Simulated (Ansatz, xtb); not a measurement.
## Relative energy of two isomers of BClGeH5NO

Structure X: `NB(Cl)[O][GeH3]`, a singlet. Structure Y: `NB[O][GeH2][Cl]`, a singlet. Both are isolated molecules in the gas phase, relaxed with r2SCAN-D4/def2-SVP, each in the lowest conformer that the search found.

Question: Estimate E(Y) − E(X) at the level CCSD(T)/def2-SVP + ΔMP2/def2-TZVPP.

Answer: Calculated at CCSD(T)/def2-SVP + ΔMP2/def2-TZVPP: E(Y) − E(X) = +0.127 eV, so structure X lies lower.

Level by level:

```tsv
level	geometry	E(Y) − E(X) (eV)	departure from the last row (eV)	job, with rough time for the two
r2SCAN-D4/def2-SVP	r2SCAN-D4/def2-SVP	+0.247	+0.120	optimisation, 91 s
HF/def2-SVP	r2SCAN-D4/def2-SVP	+0.206	+0.079	part of the CCSD(T) run
MP2/def2-SVP	r2SCAN-D4/def2-SVP	+0.267	+0.141	part of the CCSD(T) run
CCSD(T)/def2-SVP	r2SCAN-D4/def2-SVP	+0.252	+0.126	single point
CCSD(T)/def2-SVP + ΔMP2/def2-TZVPP	r2SCAN-D4/def2-SVP	+0.127		single point, 80 s
```

As drawn, Y has 1 Cl–Ge, 1 B–H in place of 1 B–Cl, 1 Ge–H.

None of the levels shown reverses the order. The largest departure from CCSD(T)/def2-SVP + ΔMP2/def2-TZVPP is that of MP2/def2-SVP, 0.141 eV. Levels run at GFN2-xTB geometries aren't shown. The last row adds to CCSD(T) the change of the MP2 difference between the two basis sets, here −0.126 eV.

With harmonic frequencies from r2SCAN-D4/def2-SVP (ideal gas, rigid rotor, one conformer each, 298.15 K, 1 atm): the zero-point term adds +0.041 eV; ΔH is +0.167 and ΔG +0.163 eV.

The correlated steps freeze 17 core orbitals; the filled d shell of Ge is correlated, in a basis made for valence electrons. Mirror images aren't counted in ΔG. Codes used: Ansatz 0.2.0; the last row on 2 threads of Intel(R) Xeon(R) Platinum 8259CL CPU @ 2.50GHz (Skylake/Cascade Lake) on a shared host.
